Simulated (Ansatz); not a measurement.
A single point on CH6BGaO (`BC[O][GaH2]`).

```yaml
crystal:
  periodic: [false, false, false]
  atoms:
    - {symbol: B, position_ang: [-0.400823, 1.445636, 0.120919]}
    - {symbol: C, position_ang: [-0.976457, 0.071913, -0.293621]}
    - {symbol: O, position_ang: [-0.423996, -1.105665, 0.242351]}
    - {symbol: Ga, position_ang: [1.334183, -1.420889, 0.249236]}
    - {symbol: H, position_ang: [0.469029, 1.544760, 0.941168]}
    - {symbol: H, position_ang: [-0.871040, 2.435310, -0.362070]}
    - {symbol: H, position_ang: [-2.039770, 0.129297, 0.017557]}
    - {symbol: H, position_ang: [-1.056773, 0.018408, -1.393711]}
    - {symbol: H, position_ang: [2.231799, -0.396472, -0.522191]}
    - {symbol: H, position_ang: [1.733848, -2.722297, 1.000382]}
basis:
  gaussian: {orbitals: def2-QZVPP}
correlation: {method: mp2}
```

```sh
$ ansatz run in.yaml --threads 4 --pin off --events-out ev --progress --plain --max-ram 10444MiB
```

Output, abridged:

```
Functional definition: HF
2695 factors; integrals over basis functions are off by at most 8.8e-4 eV
mean field evaluation 1: about -56166.6418 eV, gradient 4.1e1 eV
mean field evaluation 2: about -56166.7358 eV, gradient 4.1e1 eV
mean field evaluation 4: about -56170.6408 eV, gradient 4.7e0 eV
mean field evaluation 8: about -56170.7162 eV, gradient 4.0e-1 eV
mean field -56170.71667667 eV, -2064.2357639883 hartree, gradient 2.0e-6 eV, S^2 0.000000; 0 other end points of the search recorded, 0 dependent functions left out
12 core orbitals not correlated: weight in the atoms' cores, before any rotation towards them, 1.000 or more for the frozen orbitals, at most 0.000 for the correlated occupied ones
reference -56170.71667667 eV, -2064.2357639883 hartree; 16, 16 occupied and 412, 412 virtual orbitals, 2695 factors
second order -27.94783925 eV of doubles, -0.00000000 eV of singles
Total energy: -56198.66451591 eV, -2065.2628281369 hartree
```

Hardware: 4 threads of an Intel Xeon Platinum 8488C on a shared host. Wall time 14 s, peak host memory 2.5 GiB.
